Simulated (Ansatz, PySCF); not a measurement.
CH₄S₂Zn. Atoms are numbered in the order given.

```xyz
8

Zn    -0.1717     0.2064     0.2593
S     -1.6977     1.7504     0.4238
H     -2.6949     0.8412     0.5204
S      1.3587    -1.3268     0.0961
C      1.4595    -1.5136    -1.7215
H      0.5114    -1.8566    -2.1585
H      2.2203    -2.2832    -1.9135
H      1.7800    -0.5873    -2.2179
```

The structure is a stationary point at PBE0-D3(BJ)/def2-SVP. One conformer was computed; it need not be the lowest.

Vertical ionisation energy (IE) and electron affinity (EA) in eV. Rows of orbital energies are one-electron estimates. Where ΔSCF, EOM or ADC give a negative EA the extra electron is unbound and the value depends on the basis.

```json
[
 {"level": "−ε(HOMO), −ε(LUMO), PBE0/def2-TZVP (PySCF)", "IE": "6.89", "EA": "0.92"},
 {"level": "−ε(HOMO), −ε(LUMO), PBE/def2-TZVP (PySCF)", "IE": "5.72", "EA": "1.74"},
 {"level": "ΔSCF, CAM-B3LYP/def2-SVPD (Ansatz), final states of multiplicity 2 and 2", "IE": "9.08", "EA": "-0.36"},
 {"level": "ΔSCF, PBE/def2-SVPD (Ansatz), final states of multiplicity 2 and 2", "IE": "8.66", "EA": "-0.19"}
]
```

Q: What vertical singlet–triplet gap does ΔSCF give with CAM-B3LYP/def2-SVPD (Ansatz, a program for electronic structure) and with PBE/def2-SVPD (Ansatz)? (An estimate is asked for; the answer gives what the named calculation found.)

A: 4.57 and 4.05 eV (triplet above singlet where positive).
